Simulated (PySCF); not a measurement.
**C₆ coefficients of unlike pairs at BLYP**

Calculated with PySCF 2.14 from the dipole response of each species, C₆(A,B) = (3/π) ∫ α_A(iu) α_B(iu) du, in atomic units, from isotropic polarisabilities. For ions this is the dispersion term alone; charge-induced terms of lower order in 1/R come first.

| species | configuration | basis | relativity | α (bohr³) | C₆ (like pair) |
| --- | --- | --- | --- | --- | --- |
| O³⁺ | [He] 2s2 2p1 (2P) | aug-cc-pVQZ-DK (6s5p4d3f2g) | spin-free X2C | 1.347 | 1.253 |
| Rh | [Kr] 4d8 5s1 (4F) | x2c-TZVPPall with one added diffuse shell each of s, p, d, f type (9s7p7d3f1g) | spin-free X2C | 52.04 | 453.4 |
| S²⁺ | [Ne] 3s2 3p2 (3P) | aug-cc-pCVTZ-DK (8s7p5d3f) | spin-free X2C | 7.247 | 26.21 |
| Pd³⁺ | [Kr] 4d7 (4F) | aug-cc-pVTZ-PP with ECP28MDF (6s6p5d3f2g) | core potential | 4.546 | 20.65 |

Estimate C₆ for S²⁺ with Rh.

The integral gives 101.0. The combination rule 2 C_A C_B / (C_A α_B/α_A + C_B α_A/α_B) gives 94.56 and the geometric mean 109.0.

No spin-orbit coupling is included.

The other pairs:

```
     pair     C₆
Pd³⁺, S²⁺  21.82
  Rh, O³⁺  20.76
 S²⁺, O³⁺  5.609
Pd³⁺, O³⁺  5.028
 Pd³⁺, Rh  77.85
```
